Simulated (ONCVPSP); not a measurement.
## Before and after: ONCV potential for Mn (Z = 25)

Mn (Z = 25), optimised norm-conserving Vanderbilt (ONCV), made with ONCVPSP 4.0.1 (PBE, scalar-relativistic). Core [Ne], reference 3s2 3p6 3d5 (charge +2). Waves: 3s: rc 1.30 bohr, ncon 3, nbas 7, qcut 7.6 1/bohr, 2 projectors, debl 2.1 Ha; 3p: rc 1.40 bohr, ncon 4, nbas 7, qcut 12.4 1/bohr, 3 projectors, debl 3.5 Ha; 3d: rc 0.95 bohr, ncon 4, nbas 9, qcut 9.8 1/bohr, 3 projectors, debl 3.9 Ha. Local part: polynomial inside 0.90 bohr (lpopt 5, dvloc0 1 Ha). Core correction: Teter function, fcfact 1.5, rcfact 1.5.

In the s channel the program set the typed energies aside and used -3.811, 0.250 Ha.

Change: d: rc 1.3.

Cutoffs: the cutoffs (Ha) at which the residual kinetic energy of the hardest occupied pseudo-wave falls to 1 and 0.1 mHa per electron; they do not see the model core or the augmentation charge, which bear on the density cutoff. Errors are all-electron minus pseudo energies relative to the spin-unpolarised reference configuration.

Problem. Predict the effect on cutoff, ghosts and configuration errors.

Solution. The potential gets softer (313 Ha and 361 Ha → 45 Ha and 108 Ha); of the 4 tests that both files solve, the error grows in 4 and shrinks in 0 by more than 15 % and 0.3 meV (median size 8.1 → 18.8 meV); neither file shows a bound ghost. A larger radius leaves more room for a smooth pseudo-wave, so fewer plane waves are needed. More of the atom is replaced by a form fitted at one configuration, so other configurations suffer.

| quantity | base | changed |
| --- | --- | --- |
| cutoff, loose | 313 Ha | 45 Ha |
| cutoff, tight | 361 Ha | 108 Ha |
| loose cutoff by channel | s 22 Ha, p 30 Ha, d 313 Ha | s 22 Ha, p 30 Ha, d 45 Ha |
| bound ghosts | none | none |
| GHOST(+) flags under 300 eV | none | none |
| error for 3s2 3p6 3d5 4s2, meV [ΔE -24.02 eV] | +4.0 | +5.3 |
| error for 3s2 3p6 3d5 4s1, meV [ΔE -15.60 eV] | +2.0 | +2.5 |
| error for 3s2 3p6 3d4, meV [ΔE 32.52 eV] | +12 | +32 |
| error for 3s1 3p6 3d5 4s2, meV [ΔE 69.49 eV] | -155 | -213 |
| s: phases at 1.32 bohr within 0.05 rad from the reference energy up to (Ha; the scan ends near 5) | to the end of the scan | to the end of the scan |
| p: phases at 1.42 bohr within 0.05 rad from the reference energy up to (Ha; the scan ends near 5) | to the end of the scan | to the end of the scan |
| rms error of d²Exc/dni dnj with the model core, mHa | 1.41 | 1.25 |
